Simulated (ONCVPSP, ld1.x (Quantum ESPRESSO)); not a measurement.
## Potentials for nitrogen (N) compared

Generated with ld1.x 7.5 (TM, RRKJ, ultrasoft, PAW), atompaw 4.2 or ONCVPSP 4.0.1. The cutoff is in Ry: for ld1.x and atompaw files where the sum of valence levels is converged to 10 mRy in a Bessel basis, for ONCV files where the hardest occupied wave has 1 mHa per electron of residual kinetic energy. The error is the largest all-electron minus pseudo excitation energy over each file’s own four to seven test configurations (ionisations up to +4, promotions, holes and added fractions of an electron), all of which were solved. The labels leave out finer settings (local radius, basis sizes, second energies), which also bear on the numbers. Spin-polarised tests are not counted. The rows are a selection from randomly drawn settings: files with unsolved tests, undetermined cutoffs or missed reference levels are left out.

A true bound ghost makes a file unfit for plane-wave use even where its test errors are small: the radial tests pick states by their node count and pass the ghost by.

```csv
potential,cutoff (Ry),largest error (meV),bound ghosts
"ONCV, PBEsol, scalar-relativistic, rc 0.95/2.00/1.65 (spd), local smoothed, core correction yes, reference 2s2 2p3, qcut 8.5/7.9/6.4, projectors 2/3/2",56,+1059,none
"ONCV, LDA (Perdew-Wang 92), scalar-relativistic, rc 0.95/2.15 (sp), local smoothed, core correction yes, reference 2s2 2p3, qcut 8.7/6.9, projectors 2/2",60,+2052,none
"ONCV, PBE, scalar-relativistic, rc 1.05/1.90/1.65 (spd), local smoothed, core correction yes, reference 2s2 2p2.5, qcut 6/7.1/5, projectors 2/2/2",133,+294,none
"ONCV, PBEsol, scalar-relativistic, rc 0.95/2.35/1.90 (spd), local smoothed, core correction yes, reference 2s2 2p2.5, qcut 5.4/6.4/4.4, projectors 3/1/3",284,+438,s
```

Q: Fill in the row for N: ONCV, PBE, scalar-relativistic, rc 1.10/2.05/1.75 (spd), local smoothed, core correction yes, reference 2s2 2p3, qcut 9.2/8.4/7, projectors 2/2/2.

A: cutoff 58 Ry, largest error +1333 meV, bound ghosts: none.

Q: Fill in the row for N: TM, PBEsol, scalar-relativistic, rc 0.70/1.30/1.25 (spd), local smoothed, core correction yes, reference 2s2 2p3.

A: cutoff 140 Ry, largest error +569 meV, bound ghosts: none.

Q: Fill in the row for N: PAW, PBEsol, scalar-relativistic, rc 1.15/1.45/1.35 (spd), local smoothed, core correction yes, reference 2s2 2p2.5.

A: cutoff 30 Ry, largest error -24 meV, bound ghosts: none.
